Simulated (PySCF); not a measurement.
F²⁺: excitation energy

F²⁺ [He] 2s2 2p3 (4S) → F²⁺ [He] 2s1 2p3 3s1 (6S), as a difference of total energies. All numbers are calculated (PySCF 2.14, the spin-free X2C one-electron Hamiltonian (Gaussian nucleus), in x2c-QZVPPall with one added diffuse shell each of s, p, d, f type (8s5p4d3f1g, 73 functions)). Correlated levels: valence: 1s2 frozen. The calculations carry no spin-orbit coupling.

```
           method  excitation energy (eV)
              UHF                  46.175
    MP2 (valence)                  48.126
SCS-MP2 (valence)                  48.646
   CCSD (valence)                  48.338
CCSD(T) (valence)                  48.372
```

Problem. How much does correlation contribute at CCSD(T) (valence)?

Solution. 48.372 − (46.175) = 2.197 eV, measured against UHF.

The promoted electron is Rydberg-like, and one or two diffuse shells describe it only roughly, which tends to raise the upper state.
